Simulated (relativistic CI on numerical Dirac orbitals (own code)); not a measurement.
## How well does a small relativistic CI reproduce Cr²⁺?

Method of calculation: Dirac-Coulomb-Breit CI, KLI orbitals optimised for each configuration, model QED (radiative potential, 1s self-energy scaled to tabulated hydrogen-like ionisation energies), valence Slater integrals scaled by 0.85, P86 correlation energy added to each configuration (own radial code, finite nucleus).

Configuration list (outside the closed core [Ne] 3s2): 3p6 3d4, 3p6 3d3 4s, 3p6 3d3 4p, 3p6 3d2 4s2, 3p6 3d3 4d, 3p6 3d3 5s, 3p6 3d3 5p, 3p6 3d2 4s 4p, 3p6 3d3 4f, 3p6 3d3 5d, 3p6 3d3 5f, 3p6 3d3 5g, 3p5 3d5, 3p6 3d2 4p2, 3p6 3d2 4s 4d. Levels of other configurations are missing.

```csv
Configuration,Term (tabulated),J,Measured (cm⁻¹),Computed,Error,Purity (%)
3p6 3d4,5D,0,0.0,0,0,100
3p6 3d4,5D,1,62.2,56,-6,100
3p6 3d4,5D,2,183.2,165,-18,100
3p6 3d4,5D,3,356.6,323,-33,100
3p6 3d4,5D,4,576.1,524,-53,100
3p6 3d4,3P2,0,16771.4,18001,1229,99
3p6 3d4,3P2,1,17168.6,18354,1186,100
3p6 3d4,3H,4,17273.7,16832,-441,99
3p6 3d4,3H,5,17396.9,16938,-459,99
3p6 3d4,3H,6,17530.7,17053,-477,100
3p6 3d4,3P2,2,17851.2,18979,1128,100
3p6 3d4,3F2,2,18451.8,19245,793,100
3p6 3d4,3F2,3,18511.2,19294,783,98
3p6 3d4,3F2,4,18583.4,19361,777,97
3p6 3d4,3G,3,20703.6,21166,462,98
3p6 3d4,3G,4,20853.0,21300,447,97
3p6 3d4,3G,5,20996.0,21424,428,99
3p6 3d4,1G2,4,25138.9,26596,1458,99
3p6 3d4,3D,3,25726.4,27450,1724,100
3p6 3d4,3D,2,25780.9,27499,1718,99
3p6 3d4,3D,1,25848.3,27562,1714,100
3p6 3d4,1I,6,26014.9,25419,-596,100
3p6 3d4,1S2,0,27372.3,30937,3565,100
3p6 3d4,1D2,2,32152.0,33055,903,99
3p6 3d4,1F,3,37005.2,38355,1349,99
3p6 3d4,3F1,4,43286.7,44605,1318,99
3p6 3d4,3F1,2,43304.5,44616,1311,99
3p6 3d4,3F1,3,43322.2,44633,1311,99
3p6 3d4,3P1,2,43442.0,45270,1828,99
3p6 3d4,3P1,1,43916.6,45708,1792,99
3p6 3d4,3P1,0,44141.4,45917,1775,99
3p6 3d3 4s,5F,1,49492.5,49448,-44,100
3p6 3d3 4s,5F,2,49628.2,49575,-54,100
3p6 3d4,1G1,4,49768.7,50752,983,99
3p6 3d3 4s,5F,3,49828.9,49761,-67,100
3p6 3d3 4s,5F,4,50091.2,50006,-85,100
3p6 3d3 4s,5F,5,50410.1,50304,-106,100
3p6 3d3 4s,3F,2,56651.4,56682,31,99
3p6 3d3 4s,3F,3,56993.1,57000,7,99
3p6 3d3 4s,3F,4,57423.4,57403,-21,99
3p6 3d3 4s,5P,1,63045.7,64054,1008,100
3p6 3d3 4s,5P,2,63174.3,64176,1002,99
3p6 3d3 4s,5P,3,63421.9,64409,987,100
3p6 3d4,1D1,2,65763.2,68100,2337,98
3p6 3d3 4s,3G,3,65892.4,66099,207,100
3p6 3d3 4s,3G,4,66030.0,66226,196,99
3p6 3d3 4s,3G,5,66225.1,66405,180,99
3p6 3d3 4s,3P †,0,69601.5,71429,1827,99
3p6 3d3 4s,1G,4,69659.7,69823,163,90
3p6 3d3 4s,3P †,1,69781.9,71338,1556,97
3p6 3d3 4s,3P †,2,70191.0,71063,871,93
3p6 3d3 4s,3P,2,70292.9,71553,1260,96
3p6 3d3 4s,3P †,1,70345.6,70882,536,95
3p6 3d3 4s,3P †,0,70487.0,70697,210,99
3p6 3d3 4s,3D,1,70981.3,72507,1525,92
3p6 3d3 4s,3D,3,71323.1,72903,1580,100
3p6 3d3 4s,3D,2,71323.3,72791,1468,92
3p6 3d3 4s,3H,4,71677.2,70972,-705,90
3p6 3d3 4s,3H,5,71737.6,70983,-755,99
3p6 3d3 4s,3H,6,71870.2,71102,-768,100
3p6 3d3 4s,1P,1,73881.5,74768,886,94
3p6 3d3 4s,1D,2,74788.9,76468,1679,98
3p6 3d3 4s,1H,5,75351.6,74575,-776,99
3p6 3d3 4s,3F,4,84374.1,85176,802,100
3p6 3d3 4s,3F,3,84484.8,85283,799,100
3p6 3d3 4s,3F,2,84572.5,85368,795,100
3p6 3d3 4s,1F,3,87770.7,88799,1028,99
3p6 3d3 4p,5G°,2,93766.2,92953,-813,100
```

Measured levels from Sugar and Corliss, J. Phys. Chem. Ref. Data 6, 317 (1977); pairs were made by configuration, J and term (by order where the table uses no LS term), so strongly mixed levels may be paired wrongly.

Mean error by configuration (cm⁻¹): 3p6 3d4 945; 3p6 3d3 4s 421; 3p6 3d3 4p -813. Over the excited levels the mean absolute error is 874 cm⁻¹ (67 of the 67 excited levels that our extract of the source holds in range could be paired), and the median relative error of those above 1,000 cm⁻¹ is 2.1 %. † marks terms whose computed intervals miss the measured ones by more than a factor of 2.5, or configurations far off the rest, from wrong mixing, a near crossing or a doubtful label or measurement; they are left out of the means.
